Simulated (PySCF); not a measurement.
**Two-component Hartree-Fock for Si²⁺ (silicon, charge +2)**

Start: [Ne] 3s2. Calculated with PySCF 2.14 in x2c-TZVPall-2c with one added diffuse shell each of s, p type (6s7p2d1f, 44 functions): generalised Hartree-Fock with the X2C-1e Hamiltonian and a Gaussian nucleus; one run each with spin-orbit coupling (SO) switched off, then screened by Boettger's factors. This is a chosen level, not necessarily the ground level.

| spinor shell | electrons | ε, spin-free (eV) | ε, screened SO (eV) | weight of nominal j (screened SO) | rms radius, screened SO (bohr) |
| --- | --- | --- | --- | --- | --- |
| 1s1/2 | 2 | -1899.0 | -1899.0 | 1.000 | 0.129 |
| 2s1/2 | 2 | -189.78 | -189.77 | 1.000 | 0.611 |
| 2p1/2 | 2 | -137.18 | -137.65 | 1.000 | 0.597 |
| 3s1/2 | 2 | -32.229 | -32.229 | 1.000 | 2.12 |

(1) Where does 2p3/2 lie, and what is the 2p spin-orbit splitting (screened SO)?

```tsv
quantity	spin-free	screened SO
E (hartree)	-288.59235	-288.59261
M_J	0	0
⟨J²⟩	0.000	0.000
⟨L²⟩	0.000	0.000
⟨S²⟩	0.000	0.000
```

Without spin-orbit coupling the j labels of p, d and f shells carry no meaning; the spin-free column gives the mean over the occupied spinors of each nl shell.

Results:

(1) At -136.95 eV, 0.697 eV above 2p1/2.
